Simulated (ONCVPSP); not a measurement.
**Reading a pseudo-wave (Ge)**

Columns: radius, all-electron u(r) and pseudo u(r) of the 3s shell (level -168.49 eV) of germanium in the configuration [Ne] 3s2 3p6 3d10 4s2 4p2; PBE, scalar-relativistic, ONCV scheme, ONCVPSP 4.0.1.

| r (bohr) | all-electron | pseudo |
| --- | --- | --- |
| 0.062 | -0.0202 | 0.1737 |
| 0.125 | -0.7231 | 0.3567 |
| 0.188 | -0.6015 | 0.5485 |
| 0.250 | -0.0647 | 0.7417 |
| 0.312 | 0.5154 | 0.9286 |
| 0.375 | 0.9764 | 1.0965 |
| 0.438 | 1.2638 | 1.2260 |
| 0.500 | 1.3949 | 1.3036 |
| 0.562 | 1.4132 | 1.3263 |
| 0.625 | 1.3544 | 1.2951 |
| 0.688 | 1.2495 | 1.2183 |
| 0.750 | 1.1242 | 1.1117 |
| 0.812 | 0.9920 | 0.9886 |
| 0.875 | 0.8605 | 0.8599 |
| 0.938 | 0.7375 | 0.7373 |
| 1.000 | 0.6279 | 0.6277 |
| 1.062 | 0.5307 | 0.5305 |
| 1.125 | 0.4445 | 0.4443 |
| 1.188 | 0.3704 | 0.3702 |
| 1.250 | 0.3082 | 0.3081 |
| 1.312 | 0.2556 | 0.2555 |
| 1.375 | 0.2107 | 0.2106 |
| 1.438 | 0.1732 | 0.1731 |
| 1.500 | 0.1425 | 0.1425 |
| 1.562 | 0.1170 | 0.1170 |
| 1.625 | 0.0956 | 0.0956 |

Problem. How many radial nodes do the two functions have?

Solution. The all-electron 3s function has n − l − 1 = 2 (the table is too coarse to show those close to the nucleus); the pseudo-wave has 0, since the states of the same l below it are removed with the core.

Problem. At about which radius was the pseudo-wave matched?

Solution. 0.95 bohr, where the columns begin to agree (steps of 0.06 bohr).

Problem. Is the pseudo-wave norm-conserving?

Solution. Yes: the ONCV scheme keeps the norm inside the radius equal to the all-electron one, which fixes the energy derivative of the logarithmic derivative at the level.
